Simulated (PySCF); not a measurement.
Species: C7H12BF.
SMILES with atom numbers: `[CH2:1]=[CH:2][C@@H:3]1[BH:4][CH2:5][C@@H:6]([F:7])[C@H:8]1[CH3:9]`

Structure used (PBE0-D3(BJ)/def2-SVP), in Å, numbered top down from 1:
```xyz
21
C7H12BF angstrom
C      3.087    0.566    0.063
C      2.097   -0.006   -0.626
C      0.831   -0.552   -0.061
B      0.564   -2.104   -0.098
C     -0.966   -2.310   -0.377
C     -1.563   -0.923   -0.189
F     -1.817   -0.748    1.166
C     -0.477    0.063   -0.616
C     -0.736    1.499   -0.199
H      3.995    0.923   -0.429
H      3.028    0.689    1.150
H      2.204   -0.095   -1.716
H      0.829   -0.388    1.042
H      1.398   -2.967    0.046
H     -1.501   -3.097    0.174
H     -1.018   -2.595   -1.449
H     -2.520   -0.756   -0.714
H     -0.430    0.012   -1.721
H      0.122    2.139   -0.456
H     -1.630    1.912   -0.693
H     -0.893    1.556    0.888
```

Definitions: NICS(0) = −σiso at the ring centroid; NICS(1) = −σiso and NICS(1)zz = −σzz at ±1 Å along the ring normal z. Level: GIAO PBE0/pcSseg-1 (PySCF, non-relativistic, gas phase) on the PBE0-D3(BJ)/def2-SVP geometry, one conformer.

Ring bond lengths (Å), with Mayer bond orders in brackets: C3–B4 1.576 (0.94), B4–C5 1.569 (0.97), C5–C6 1.522 (1.05), C6–C8 1.528 (0.98), C8–C3 1.548 (0.95).

Problem. What do the NICS probes read (ppm)?

Solution. 
```csv
ring,type,NICS(0),"NICS(1), two faces","NICS(1)zz, two faces",rms pucker (Å),"centre to ring atoms, mean (Å)"
C3–B4–C5–C6–C8,5-membered ring with B; formal bonds all single,0.9,-2.9 / -3.2,-1.5 / -2.6,0.17,1.30
```

Problem. What can be read from them?

Solution. 
- C3–B4–C5–C6–C8: mean NICS(1)zz -2.0 ppm, near zero. C3, C5, C6, C8 have four or more neighbours; no verdict on aromaticity is drawn.

Problem. List the ring angles and the Hirshfeld charges of the ring atoms.

Solution. 
- C3–B4–C5–C6–C8: C3 103.9° (-0.095 e), B4 107.4° (+0.177 e), C5 104.0° (-0.152 e), C6 105.9° (+0.063 e), C8 104.2° (-0.029 e); sum 525.3° against 540° for a flat convex ring.

Problem. How do the values depend on the level or the medium?

Solution. 
| level | NICS(0), C3–B4–C5–C6–C8 | mean NICS(1)zz, C3–B4–C5–C6–C8 |
| --- | --- | --- |
| PBE0/pcSseg-1, gas | 0.9 | -2.0 |
| wB97X-D/pcSseg-1, gas | 0.8 | -1.9 |
| PBE0/pcSseg-1, IEF-PCM benzene | 0.9 | -2.0 |
| PBE0/pcSseg-1, IEF-PCM dichloromethane | 0.9 | -2.0 |

The geometry is the same throughout; the continuum's cavity takes Bondi-type radii × 1.2.
